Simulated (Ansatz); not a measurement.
A correction line for B2PLYP/def2-TZVPP: vertical ionisation energy

The vertical ionisation energy (cation less neutral) in eV of 8 molecular compounds of Si: x at B2PLYP/def2-TZVPP, y at CCSD(T)/def2-TZVPP. Shapes, held fixed at every level: PBE0-D4/def2-TZVP. Flexible molecules stand in one conformer, not always the lowest. Programs: Ansatz 0.2.0.

| molecule | x (eV) | y (eV) |
| --- | --- | --- |
| C4H10O2Si (SMILES CC(C)(C)O[Si]O) | 8.85 | 9.00 |
| CH3ClSSi (SMILES CS[Si]Cl) | 9.11 | 9.20 |
| Si(NH2)(OH) | 9.13 | ? |
| C4H9ClOSi (SMILES CC(C)(C)O[Si]Cl) | 9.23 | 9.34 |
| Si(OH)(SH) | 9.28 | 9.37 |
| Si2H4O2 (SMILES O[Si]O[SiH3]) | 9.44 | 9.56 |
| Si(OH)2 | 9.54 | 9.64 |
| Si(OH)Br | 9.74 | 9.81 |

Fit y = c + s·x to the known rows and predict y for Si(NH2)(OH).


1. Means of the 7 rows: x = 9.3129, y = 9.417.
2. Σ(Δx)² = 0.51354, Σ(Δx·Δy) = 0.48166, so the slope is 0.48166/0.51354 = 0.93792.
3. Intercept: 9.417 − (0.93792) × 9.3129 = 0.682. The largest residual of the fit is 0.027.
4. Si(NH2)(OH): 0.682 + 0.93792 × 9.13 = 9.25 eV.

CCSD(T)/def2-TZVPP gives 9.21 eV, so the prediction is off by +0.04 eV, more than the largest residual. Uncorrected, B2PLYP/def2-TZVPP misses Si(NH2)(OH) by -0.08 eV, and the other rows by 0.10 on average. The line overshoots: the miss goes from -0.08 to +0.04. Left out in turn, the other rows are missed by 0.02 eV on average, so much of the error is systematic among these molecules. Cations run unrestricted. Relativity is left out for Br. Outer-core shells of Br are correlated, in sets that cover them unevenly.
